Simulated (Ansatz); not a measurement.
```yaml
crystal:
  periodic: [false, false, false]
  atoms:
    - {symbol: F, position_ang: [-3.404847, 1.312319, -0.623705]}
    - {symbol: C, position_ang: [-0.952144, 0.972297, -1.246366]}
    - {symbol: Si, position_ang: [1.458343, 1.109573, 1.061979]}
    - {symbol: Ga, position_ang: [0.205883, -3.431441, 1.448168]}
    - {symbol: H, position_ang: [-0.702373, 0.474984, -3.219856]}
    - {symbol: H, position_ang: [1.037517, 2.532845, 3.425775]}
    - {symbol: H, position_ang: [4.037387, 1.173262, -0.012818]}
    - {symbol: H, position_ang: [-1.505724, -4.251556, -0.938622]}
basis:
  gaussian: {orbitals: x2c-TZVPPall, final_grid: {core_spheres: 5, valence_spheres: 4, degree: 11}, nuclear_model: gaussian}
hamiltonian: {xc: {name: wPBEh}, pseudopotentials: {relativity: none}}
output: {forces: true}
```

```sh
$ ansatz run in.yaml --threads 2 --pin off --events-out ev --progress --plain --max-ram 4352MiB
```

Output, abridged:

```
Functional definition: wPBEh
1279 factors; their error is unknown
110 factors; integrals over basis functions are off by at most 2.4e-6 eV
mean field evaluation 1: about -63805.0167 eV, gradient 6.4e1 eV
mean field evaluation 2: about -63354.6393 eV, gradient 2.4e2 eV
mean field evaluation 4: about -63397.4040 eV, gradient 1.6e2 eV
mean field evaluation 8: about -63820.1715 eV, gradient 8.4e-1 eV
mean field evaluation 16: about -63820.4471 eV, gradient 7.3e-2 eV
mean field -63820.44747570 eV, -2345.3581856790 hartree, gradient 8.1e-6 eV, S^2 0.000000; 6 other end points of the search recorded, 0 dependent functions left out
reference -63820.44754957 eV, -2345.3581883937 hartree; 32, 32 occupied and 176, 176 virtual orbitals, 1279 factors
WARN: the results are in doubt because the basis set is contracted for relativity, which is off
Total energy: -63820.44754957 eV, -2345.3581883937 hartree
Atom 0 at    -3.404847     1.312319    -0.623705 Å, force     2.362261    -0.424159    -0.686421 eV/Å
Atom 1 at    -0.952144     0.972297    -1.246366 Å, force    -1.486028    -0.230857    -2.138968 eV/Å
Atom 2 at     1.458343     1.109573     1.061979 Å, force     1.065636     0.734342     0.579633 eV/Å
Atom 3 at     0.205883    -3.431441     1.448168 Å, force    -0.770485    -0.283212    -1.044786 eV/Å
Atom 4 at    -0.702373     0.474984    -3.219856 Å, force    -0.551070     0.691311     3.117292 eV/Å
Atom 5 at     1.037517     2.532845     3.425775 Å, force     0.425023    -0.951853    -1.697545 eV/Å
Atom 6 at     4.037387     1.173262    -0.012818 Å, force    -1.811469     0.073866     0.846611 eV/Å
Atom 7 at    -1.505724    -4.251556    -0.938622 Å, force     0.766132     0.390563     1.024185 eV/Å
Dipole moment:     1.492896    -1.081138     0.811834 e Å
In doubt: the basis set is contracted for relativity, which is off
```

(1) Something in this input is off. What?

Answers

(1) The coordinates are in bohr but typed as ångström. Self-consistency was reached. The result belongs to that input, not to the molecule as meant.
